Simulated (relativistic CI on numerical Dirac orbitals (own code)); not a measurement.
Calculated at this level of theory: Dirac-Coulomb-Breit CI, KLI orbitals optimised for each configuration, model QED (radiative potential, 1s self-energy scaled to tabulated hydrogen-like ionisation energies), unscaled Slater integrals (own radial code, finite nucleus).

Configurations in the expansion (outside the closed core 1s2): 2s²2p³, 2s2p⁴, 2p⁵, 2s²2p²3s, 2p⁴3s, 2p⁴3p, 2s²2p²3p, 2p⁴3d, 2s²2p²3d, 2s2p³3s, 2s2p³3p, 2s2p³3d, 2s²2p²4s, 2s²2p²4p, 2s²2p²4d, 2s²2p²4f, 2s²2p3s², 2s²2p3s3p, 2s2p³4s, 2s²2p3s3d, 2s²2p²5s, 2s²2p3p², 2s²2p²5p, 2s2p³4p, 2s²2p²5d, 2s²2p²5f, 2s²2p²5g, 2s2p³4d, 2s²2p3p3d, 2s2p³4f, 2s2p²3s², 2s²2p3d², 2s2p²3s3p, 2s2p²3s3d, 2s2p²3p², 2s2p²3p3d. Levels of other configurations are missing.

At this charge energies of transitions that change n are usually good to better than 1 %, and those within a shell (Δn = 0) to a few per cent.

Outline of the computed level scheme of Bi LXXVII. Lowest level of each configuration: 2s²2p³ ²P°3/2 at 0.0 eV; 2s2p⁴ ⁴P5/2 at 2809.5 eV; 2p⁵ ²P°3/2 at 5828.8 eV; 2s²2p²3s ⁴P1/2 at 11066.5 eV; 2s²2p²3p ²P°1/2 at 11193.9 eV; 2s²2p²3d ²D3/2 at 12017.4 eV; 2s2p³3s ⁴P°5/2 at 13850.3 eV; 2s2p³3p ²D5/2 at 13989.2 eV.

Some strong electric-dipole decays among the lowest 45 levels: 2s²2p²3d ²D5/2 → 2s²2p³ ²P°3/2 (2.4e+15 s⁻¹); 2s2p³3p ²P1/2 → 2s²2p³ ²P°3/2 (8.7e+14 s⁻¹); 2s2p³3p ²D5/2 → 2s²2p³ ²P°3/2 (8.6e+14 s⁻¹); 2s2p³3p ²D3/2 → 2s²2p³ ²P°3/2 (5.6e+14 s⁻¹); 2s²2p²3d ⁴F3/2 → 2s²2p³ ²P°3/2 (4.3e+14 s⁻¹); 2s²2p²3s ⁴P1/2 → 2s²2p³ ²P°3/2 (4.2e+14 s⁻¹); 2s²2p²3d ²D3/2 → 2s²2p³ ²P°3/2 (4.2e+14 s⁻¹); 2s²2p²3s ²P1/2 → 2s²2p³ ⁴S°3/2 (3.5e+14 s⁻¹).

LS names give the leading component of a level, which can be under half, so a name can repeat, a term be missing and a line seem to break the LS rules.
